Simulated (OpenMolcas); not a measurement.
Ne4+: CASPT2 settings compared

```
Program             : OpenMolcas
Basis               : ANO-R2 [4s4p2d1f]
Scalar Hamiltonian  : X2C, finite nucleus
Active space        : 4 electrons in 8 orbitals (2s 2p 3s 3p)
State averaging     : 2S+1 = 3 even, 3 roots; 2S+1 = 1 even, 6 roots; 2S+1 = 5 odd, 1 root; 2S+1 = 3 odd, 8 roots
Spin-orbit coupling : RASSI with atomic mean-field integrals over the reference wave functions, term energies averaged over their components
```

Methods on the same reference wave functions:
A. CASSCF
B. SS-CASPT2, IPEA 0.15 Eh, sigma2 regulariser 0.5 Eh (closed shells correlated: none)
C. SS-CASPT2, IPEA 0.1 Eh, imaginary shift 0.05 Eh (closed shells correlated: 1s)
D. XMS-CASPT2, IPEA 0.3 Eh, real shift 0.05 Eh (closed shells correlated: 1s)

Energies in cm-1 above 2s2 2p2 3P0, the measured ground level; measured values from NIST levels in Podobedova, Fuhr, Reader and Wiese, J. Phys. Chem. Ref. Data 33, 525 (2004).

| Level | A | B | C | D | Measured |
| --- | --- | --- | --- | --- | --- |
| 2s2 2p2 3P0 | 0.0 | 0.0 | 0.0 | 0.0 | 0.0 |
| 2s2 2p2 3P1 | 392 | 391 | 391 | 391 | 412 |
| 2s2 2p2 3P2 | 1130 | 1128 | 1128 | 1128 | 1110 |
| 2s2 2p2 1D2 | 33317 | 31080 | 31090 | 31040 | 30292 |
| 2s2 2p2 1S0 | 60036 | 64190 | 64460 | 64680 | 63914 |
| 2s 2p3 5S* 2 | 77451 | 86220 | 86120 | 86340 |  |
| 2s 2p3 3D* 1 | 178638 | 175310 | 174880 | 175190 | 175927 |
| 2s 2p3 3D* 2 | 178638 | 175310 | 174880 | 175190 | 175905 |
| 2s 2p3 3D* 3 | 178662 | 175330 | 174900 | 175210 | 175834 |
| 2s 2p3 3P* 0 | 208547 | 208460 | 208120 | 208380 | 208193 |
| 2s 2p3 3P* 1 | 208565 | 208480 | 208130 | 208390 |  |
| 2s 2p3 3P* 2 | 208596 | 208510 | 208170 | 208420 |  |

Deviations, from unrounded energies. A percentage is the sum of absolute deviations over the sum of measured energies, with the sign that they share, or ± where signs differ.

```tsv
Against measurement	Levels	A	B	C	D
mean absolute deviation (cm-1)	8	1900	390	560	480
fine structure of the ground term (%)	2	±2.6	±2.6	±2.6	±2.6
other terms of the ground configuration (%)	2	±7.3	+1.1	+1.4	+1.6
other configurations (%)	4	+1.2	±0.3	-0.4	±0.3
```

B lies closest to measurement on these levels and A furthest from it. The largest miss of B in the table is 2s2 2p2 1D2, by +790 cm-1. The ranking rests on the paired levels alone, and a cruder setting can come out closer through cancelling errors.

Among B to D the level of the table that moves most is 2s2 2p2 1S0, by 490 cm-1 (lowest in B, highest in D). Moves below CASPT2's spread within the term are not significant.

From A to B the spin-free energies of the other terms of 2s2 2p2 shown, above 3P, scale by factors of 0.93 to 1.07.

The lowest spin-free term lies below A's lowest term by 0.059 hartree in B, 0.070 hartree in C, 0.071 hartree in D.

CASPT2 breaks the degeneracy within a term, and the mean is taken; among the terms shown or strongly mixed into the levels shown the widest spread is 160 cm-1 (2s 2p3 3D*, D). Active for correlation alone: 3p 3s; no level in the range computed is led by a configuration that fills them, so any true level of that kind is missing. Computed and measured levels are paired by configuration, term and J; levels that our copy of the source lacks, or whose pairing is in doubt (as where it misses far off the trend of its configuration), stay unpaired and out of the deviations. Only configurations of the active space appear.

* marks odd parity.
